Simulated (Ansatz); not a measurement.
Compare A (`CN(C)BF`) with its isomer B (`CCB(N)F`).

Computed with Ansatz on PBE0-D4/def2-TZVP structures; ΔE is electronic, products minus reactants. CCSD(T)/CBS adds triple-zeta CCSD(T) − MP2 to the extrapolated MP2 energy (def2 sets, frozen cores). DFT in def2-TZVPP. B3LYP here is the variant with VWN-RPA as its local correlation; programs differ in this. Each species was taken in one conformer, which may not be the lowest.

A:

Z-matrix (Å, degrees):
```
C
N 1 1.441
H 1 1.096 2 111.0
H 1 1.096 2 111.0 3 119.8
H 1 1.090 2 109.9 3 -120.1
C 2 1.444 1 114.5 3 -60.0
B 2 1.390 1 122.2 3 120.0
H 6 1.096 2 110.8 1 59.7
H 6 1.096 2 110.8 1 -59.9
H 6 1.089 2 110.1 1 179.9
F 7 1.341 2 120.0 1 -180.0
H 7 1.197 2 121.3 1 0.0
```

B:

Z-matrix (Å, degrees):
```
C
C 1 1.529
H 1 1.092 2 111.7
H 1 1.092 2 111.0 3 -120.3
H 1 1.093 2 111.4 3 120.2
B 2 1.571 1 113.3 3 176.2
H 2 1.098 1 108.9 3 56.8
H 2 1.095 1 110.3 3 -58.8
F 6 1.348 2 118.6 1 -49.5
N 6 1.396 2 124.5 1 130.7
H 10 1.003 6 122.9 2 -0.7
H 10 1.006 6 122.6 2 178.8
```

(1) Which isomer does CCSD(T)/CBS put lower? Give the gap. (Best estimate.)

(2) Give E(B) − E(A) in kJ/mol with CCSD(T)/def2-SVP, ωB97M-V, CCSD/def2-TZVPP, BLYP-D4, PBE-D4, PBE0-D4, B3LYP-D4. (An estimate is asked.)

(3) Does the order hold for the free energy at 298.15 K (harmonic terms from PBE0-D4)? (Estimate.)

Largest T1 diagnostic: 0.012.

Answers

(1) Computed: B, by 90.9 kJ/mol.

(2) The calculation gave: CCSD(T)/def2-SVP -77.7, ωB97M-V -92.5, CCSD/def2-TZVPP -90.1, BLYP-D4 -82.3, PBE-D4 -87.4, PBE0-D4 -91.1, B3LYP-D4 -86.1. None reverses the order clearly.

(3) Computed: Yes: G(B) − G(A) = -91.9 kJ/mol, for one conformer each. Modes under 60 cm⁻¹, often nearly free rotors, make the harmonic entropy too high.

At CCSD(T), def2-SVP lies +13.2 kJ/mol from the extrapolated value and def2-TZVPP +2.3 kJ/mol. From BLYP to BHLYP (50 % exact exchange), in def2-TZVPP and without D4, E(B) − E(A) moves by −4.8 kJ/mol.
